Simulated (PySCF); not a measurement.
Exercise with solution: entropy of an ideal gas

C₂H₆N, SMILES [NH]CC, multiplicity 2.

The structure is a stationary point at r2SCAN-D4/def2-TZVP. The isomer is the one that the SMILES or the coordinates give; other isomers of the formula were not compared. The values are those of a single conformer.

r2SCAN-D4/def2-TZVP (PySCF) gives the harmonic wavenumbers 222, 317, 421, 726, 900, 1013, 1026, 1075, 1244, 1261, 1381, 1407, 1427, 1484, 1495, 2919, 2937, 3039, 3117, 3120, 3373 cm⁻¹ and the rotational temperatures 1.7838, 0.4482, 0.3943 K. The molar mass is 44.08 g/mol, the symmetry number 1, the spin multiplicity 2.

### Question
Work out the entropy at 298.15 K and 1 atm in the rigid-rotor, harmonic-oscillator model.

### Answer

Translation (Sackur–Tetrode at 1 atm): S = R[1.5 ln M + 2.5 ln T − 1.16487] = 156.0 J/(mol K).
Rotation: q = (√π/σ) T^1.5/√(θA θB θC) = 16300, S = R[ln q + 3/2] = 93.1 J/(mol K).
Vibration: with u = 1.4388 ν/T, each mode gives R[u/(e^u − 1) − ln(1 − e^−u)]:
```json
[
 {"ν (cm⁻¹)": "222", "modes": "1", "u": "1.07", "S (J/(mol K))": "8.13"},
 {"ν (cm⁻¹)": "317", "modes": "1", "u": "1.53", "S (J/(mol K))": "5.55"},
 {"ν (cm⁻¹)": "421", "modes": "1", "u": "2.03", "S (J/(mol K))": "3.72"},
 {"ν (cm⁻¹)": "726", "modes": "1", "u": "3.50", "S (J/(mol K))": "1.16"},
 {"ν (cm⁻¹)": "900", "modes": "1", "u": "4.34", "S (J/(mol K))": "0.58"},
 {"ν (cm⁻¹)": "1013", "modes": "1", "u": "4.89", "S (J/(mol K))": "0.37"},
 {"ν (cm⁻¹)": "1026", "modes": "1", "u": "4.95", "S (J/(mol K))": "0.35"},
 {"ν (cm⁻¹)": "1075", "modes": "1", "u": "5.19", "S (J/(mol K))": "0.29"},
 {"ν (cm⁻¹)": "1244", "modes": "1", "u": "6.00", "S (J/(mol K))": "0.14"},
 {"ν (cm⁻¹)": "1261", "modes": "1", "u": "6.09", "S (J/(mol K))": "0.13"},
 {"ν (cm⁻¹)": "1381", "modes": "1", "u": "6.66", "S (J/(mol K))": "0.08"},
 {"ν (cm⁻¹)": "1407", "modes": "1", "u": "6.79", "S (J/(mol K))": "0.07"},
 {"ν (cm⁻¹)": "1427", "modes": "1", "u": "6.89", "S (J/(mol K))": "0.07"},
 {"ν (cm⁻¹)": "1484", "modes": "1", "u": "7.16", "S (J/(mol K))": "0.05"},
 {"ν (cm⁻¹)": "1495", "modes": "1", "u": "7.21", "S (J/(mol K))": "0.05"}
]
```
The stiffer modes add less than 0.005 each. Sum 20.8 J/(mol K).
Spin: R ln 2 = 5.8 J/(mol K).
Total 275.6 J/(mol K); the program's own thermochemistry gives 275.6. Translation makes up 57 % and vibration 8 %. Anharmonicity, hindered rotation and orbital degeneracy are left out.
